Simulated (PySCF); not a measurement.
Dipole response of As²⁺ (arsenic, charge +2)

[Ar] 3d10 4s2 4p1, 2P determinant. All numbers are calculated (PySCF 2.14, a scalar-relativistic core potential, in aug-cc-pVQZ-PP with one added diffuse shell each of s, p, d, f, g type with ECP10MDF (8s7p6d4f3g, 114 functions)). Coupled (time-dependent) response in atomic units; α is the mean over directions.

```
method  mean α (bohr³)         α xx, yy, zz  C₆ (like pair)  S(−4)
   UHF           10.84  10.87, 10.76, 10.87           47.73  41.50
   PBE           10.20  10.06, 10.49, 10.06           44.09  35.95
  PBE0           10.32  10.25, 10.47, 10.25           44.77  36.78
  BLYP           10.05  9.863, 10.42, 9.863           43.11  34.95
```

S(−4) is the Cauchy moment in α(ω) = α(0) + S(−4) ω² + …

Spin-orbit coupling is absent.

α(iu) at PBE0:

| u (hartree) | α(iu) (bohr³) |
| --- | --- |
| 0 | 10.32 |
| 0.0500 | 10.23 |
| 0.100 | 9.967 |
| 0.200 | 9.045 |
| 0.300 | 7.856 |
| 0.500 | 5.597 |
| 0.750 | 3.679 |
| 1.00 | 2.558 |
| 1.50 | 1.457 |
| 2.00 | 0.9639 |
| 3.00 | 0.5339 |
| 5.00 | 0.2448 |

For an ion, C₆ is the dispersion term alone; charge-induced terms of lower order in 1/R come first.

The components differ because the open shell of this determinant is not spherical; for a pure term their mean is the scalar polarisability.

Energies and moments cover only the electrons outside the core potential.
